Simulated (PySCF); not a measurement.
A PySCF script (with the pyscf-properties extension) for the NMR shieldings of `c1nc(C)c(S[SiH3])nn1`, C₄H₇N₃SSi, on a GFN2-xTB geometry:

```python
import basis_set_exchange as bse
import numpy as np
from pyscf import gto, dft
from pyscf.prop import nmr

atoms = """
C    -0.708859    2.408410   -0.286060
C    -0.889228    0.954456   -0.058349
N    -2.090945    0.462000    0.125379
C    -2.187924   -0.858391    0.324426
N    -1.190182   -1.704487    0.355700
N     0.016825   -1.235400    0.175221
C     0.216880    0.060657   -0.033627
S     1.857109    0.472524   -0.248887
Si    2.356698   -1.667280    0.030840
H     0.012722    2.804467    0.427158
H    -0.299405    2.571925   -1.282518
H    -1.661168    2.920500   -0.186837
H    -3.179449   -1.259589    0.473712
H     3.813392   -1.528099   -0.118891
H     2.074762   -2.004641    1.412594
H     1.851174   -2.388110   -1.121272
"""
names = dict.fromkeys(["C", "N", "S", "Si", "H"], "pcSseg-1")
basis = {el: gto.basis.parse(bse.get_basis(n, elements=[el], fmt="nwchem")) for el, n in names.items()}
mol = gto.M(atom=atoms, basis=basis, charge=0, verbose=0)
mf = dft.RKS(mol, xc="PBE0")
mf.grids.level = 2
mf.grids.alignment = dft.numint.BLKSIZE   # the property module wants whole blocks of grid points
mf.conv_tol = 1e-9
mf.kernel()

calc = nmr.RKS(mf)   # GIAO
C = mf.mo_coeff
Co = C[:, mf.mo_occ > 0]
resp = mf.gen_response(singlet=True, hermi=2)
def vind(x):   # induced exchange potential for any number of trial vectors
    d = np.einsum("pi,xij,qj->xpq", C, 2 * x.reshape(-1, C.shape[1], Co.shape[1]), Co, optimize=True)
    return np.einsum("xpq,pi,qj->xij", resp(d - d.transpose(0, 2, 1)), C, Co, optimize=True).ravel()
mo1, _ = nmr.rhf.solve_mo1(calc, with_cphf=vind)
sigma = calc.kernel(mo1)
for i, s in enumerate(sigma):   # ppm
    w = np.linalg.eigvalsh((s + s.T) / 2)
    print("%2d %-2s iso %8.1f  s11 %8.1f  s22 %8.1f  s33 %8.1f" % (i, mol.atom_pure_symbol(i), w.mean(), *w))
```

Q: Give the expected output.

A: 
```
 0 C  iso    162.1  s11    145.2  s22    154.7  s33    186.2
 1 C  iso     21.9  s11    -69.9  s22    -11.9  s33    147.5
 2 N  iso    -67.4  s11   -329.2  s22   -152.0  s33    279.1
 3 C  iso     28.9  s11    -77.1  s22     38.5  s33    125.1
 4 N  iso   -137.9  s11   -462.8  s22   -176.7  s33    225.8
 5 N  iso   -152.6  s11   -434.5  s22   -203.4  s33    180.2
 6 C  iso     14.1  s11    -85.3  s22    -13.9  s33    141.5
 7 S  iso    547.0  s11    370.5  s22    474.8  s33    795.7
 8 Si iso    426.8  s11    358.7  s22    440.4  s33    481.4
 9 H  iso     29.0  s11     24.2  s22     29.5  s33     33.3
10 H  iso     29.0  s11     24.6  s22     28.6  s33     33.8
11 H  iso     28.9  s11     24.0  s22     27.3  s33     35.4
12 H  iso     22.3  s11     18.5  s22     22.3  s33     26.1
13 H  iso     27.1  s11     23.3  s22     25.3  s33     32.8
14 H  iso     26.7  s11     23.0  s22     24.7  s33     32.5
15 H  iso     26.7  s11     23.0  s22     24.6  s33     32.5
```

These numbers come from an equivalent density-fitted implementation of the same equations, which agrees with the script to about 0.01 ppm for H and up to a few tenths of a ppm for heavy atoms, so last digits may differ.

Q: Turn these shieldings into chemical shifts. Chemical shifts δ = σref − σ; ¹³C (186.93 ppm) and ²⁹Si (349.16 ppm) and ¹H (31.72 ppm) against TMS; ¹⁵N (267.73 ppm) vs NH3; ³³S (503.73 ppm) against CS2, all at this level.

A: Averaging equivalent atoms: C 6: 172.8; C 1: 165.0; C 3: 158.1; C 0: 24.9; N 5: 420.3; N 4: 405.6; N 2: 335.1; S 7: -43; Si 8: -77.7; H 12: 9.42; H 13/14/15: 4.85; H 9/10/11: 2.74 ppm. Experimental scales use liquid or dissolved standards, which lie at an offset from isolated NH3 (liquid NH3: subtract about 20 ppm). Unscaled 15N shifts of sp2 nitrogen come out 20 to 40 ppm too high even then.

Size and cost of the density-fitted run: 202 basis functions, 100 s wall time (82 s CPU) on 1 thread of an AMD EPYC, shared host; peak memory 0.9 GiB.
